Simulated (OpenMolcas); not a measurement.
**O+: effect of the active space**

```json
{
 "Program": "OpenMolcas 26.06",
 "Method": "SS-CASPT2 or its RAS form, IPEA 0.25 Eh, imaginary shift 0.1 Eh",
 "Basis": "ANO-R2",
 "Scalar Hamiltonian": "X2C, finite nucleus",
 "Spin-orbit coupling": "RASSI with atomic mean-field integrals over the reference wave functions, term energies averaged over their components"
}
```

A. 3 electrons in 3 orbitals (2p); 2S+1 = 4 odd, 1 root; 2S+1 = 2 odd, 8 roots; closed shells correlated: 1s 2s; CASPT2 step about 0.9 core-seconds
B. 5 electrons in 4 orbitals (2s 2p); 2S+1 = 4 odd, 1 root; 2S+1 = 2 odd, 8 roots; 2S+1 = 4 even, 3 roots; 2S+1 = 2 even, 9 roots; closed shells correlated: 1s; CASPT2 step about 2 core-seconds
C. 5 electrons in 8 orbitals (2s 2p 3s 3p); 2S+1 = 4 odd, 1 root; 2S+1 = 2 odd, 8 roots; 2S+1 = 4 even, 3 roots; 2S+1 = 2 even, 9 roots; closed shells correlated: 1s; CASPT2 step about 7 core-seconds
D. 5 electrons in 9 orbitals (RAS2 2s 2p; RAS3 3d, at most 2 electrons); 2S+1 = 4 odd, 1 root; 2S+1 = 2 odd, 8 roots; 2S+1 = 4 even, 3 roots; 2S+1 = 2 even, 9 roots; closed shells correlated: 1s; CASPT2 step about 11 core-seconds

Energies in cm⁻¹ above 2s² 2p³ ⁴S°_3/2, the measured ground level; measured values from NIST Handbook of Basic Atomic Spectroscopic Data.

| Level | A | B | C | D | Measured |
| --- | --- | --- | --- | --- | --- |
| 2s² 2p³ ⁴S°_3/2 | 0.0 | 0.0 | 0.0 | 0.0 | 0.0 |
| 2s² 2p³ ²D°_3/2 | 27470 | 27490 | 27760 | 27510 | 26831 |
| 2s² 2p³ ²D°_5/2 | 27480 | 27500 | 27760 | 27510 | 26811 |
| 2s² 2p³ ²P°_1/2 | 43320 | 40910 | 41160 | 41400 | 40470 |
| 2s² 2p³ ²P°_3/2 | 43320 | 40910 | 41170 | 41400 | 40468 |

Deviations, from unrounded energies. A percentage is the sum of absolute deviations over the sum of measured energies, with the sign that they share, or ± where signs differ.

```tsv
Against measurement	Levels	A	B	C	D
mean absolute deviation (cm-1)	4	1800	560	820	810
other terms of the ground configuration (%)	4	+5.2	+1.7	+2.4	+2.4
```

B lies closest to measurement on these levels and A furthest from it. The largest miss of B in the table is 2s² 2p³ ²D°_5/2, by +690 cm-1. The ranking rests on the paired levels alone, and a cruder setting can come out closer through cancelling errors.

Among A to D the level of the table that moves most is 2s² 2p³ ²P°_3/2, by 2400 cm-1 (lowest in B, highest in A). Moves below CASPT2's spread within the term are not significant.

CASPT2 breaks the degeneracy within a term, and the mean is taken; among the terms shown or strongly mixed into the levels shown the widest spread is 140 cm-1 (2s² 2p³ ²D°, A). With the s shell closed, the reference lacks s² → p² mixing (holds for A). Active for correlation alone: 3p 3s; no level in the range computed is led by a configuration that fills them, so any true level of that kind is missing (holds for C). Active for correlation alone: 3d; no level in the range computed is led by a configuration that fills it, so any true level of that kind is missing (holds for D). Computed and measured levels are paired by configuration, term and J; levels that our copy of the source lacks, or whose pairing is in doubt (as where it misses far off the trend of its configuration), stay unpaired and out of the deviations. Levels of configurations outside the active space are missing. The table leaves out levels that lie high or whose names do not pair safely across all columns.

° marks odd parity.
